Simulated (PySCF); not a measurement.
Vertical excitations of a molecule C4H6OSe from TDDFT-LC-ωPBE/def2-SVPD in PySCF, as energy in eV (oscillator strength): 5.09 (0.000), 5.98 (0.017), 6.42 (0.198), 7.00 (0.018), 7.17 (0.021), 7.58 (0.021), 7.62 (0.007), 7.76 (0.107), 7.88 (0.205), 7.94 (0.032). Lowest triplet (TDA): 4.00 eV. The structure is a stationary point at PBE0-D3(BJ)/def2-SVP. Other conformers were not sampled.

Q: Pick the molecule that these values belong to.
A) C=C1CO[C@H]1[SeH]
B) O=C[Se]C1CC1
C) COC1=C[Se]C1
D) CC1=C[Se]CO1

A: A, C=C1CO[C@H]1[SeH]
